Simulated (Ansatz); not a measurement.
Energy profile

The step: C₂H₃Cl (C=CCl) + H → C₂H₄Cl ([CH3][CH][Cl]); bonds formed: C1–H4 (atoms numbered as in the saddle structure below).

```json
{"atom": "C1", "x (Å)": "0.1554", "y (Å)": "-0.4287", "z (Å)": "0.4305"}
{"atom": "C2", "x (Å)": "-0.3811", "y (Å)": "-0.1029", "z (Å)": "-0.7386"}
{"atom": "Cl3", "x (Å)": "0.5504", "y (Å)": "0.3388", "z (Å)": "-2.1109"}
{"atom": "H4", "x (Å)": "0.3865", "y (Å)": "1.4762", "z (Å)": "1.5166"}
{"atom": "H5", "x (Å)": "1.2266", "y (Å)": "-0.4928", "z (Å)": "0.5718"}
{"atom": "H6", "x (Å)": "-0.4900", "y (Å)": "-0.7266", "z (Å)": "1.2476"}
{"atom": "H7", "x (Å)": "-1.4479", "y (Å)": "-0.0639", "z (Å)": "-0.9169"}
```

Electronic energies by CCSD(T) at an estimated basis limit (MP2 extrapolated from triple and quadruple zeta, plus CCSD(T) − MP2 in triple zeta), on PBE0-D4/def2-TZVP structures; C$_{2}$H$_{4}$Cl, doublet; no counterpoise correction; spin–orbit coupling, which lowers free halogen atoms and radicals such as OH and SH, is left out. Program: Ansatz 0.2.0. Basis: def2-TZVPP and def2-QZVPP. Cores are frozen in the correlated methods; orbitals are unrestricted. Extrapolation: Hartree–Fock as exp(−7.88 √X), correlation as X^−2.97.

Task: Give the profile in kcal/mol, counted from the separated reactants. (To be estimated.)

Result: The calculation gives:
```csv
point,kcal/mol
"separated: C$_{2}$H$_{3}$Cl (linked as [CH2][CH][Cl]; C1, C2, Cl3, H5, H6, H7; singlet) + H (H4; doublet)",0.00
start structure,-0.26
saddle,1.66
end structure,-43.80
```

No T1 diagnostic of these runs exceeds 0.031. ⟨S²⟩ of the unrestricted Hartree–Fock references: 0.75 to 0.91 (a pure state has 0.75). The unrestricted reference is spin-contaminated, which hurts MP2 most.

For scale, one of the runs: CCSD(T)/def2-TZVPP, 160 basis functions, launched by `ansatz run in.yaml --threads 2 --pin off --events-out ev --progress --plain --max-ram 4352MiB`. Hardware: 2 CPU threads of an Arm Neoverse V1, shared host. Wall time 95 s; peak host memory 2.8 GiB.
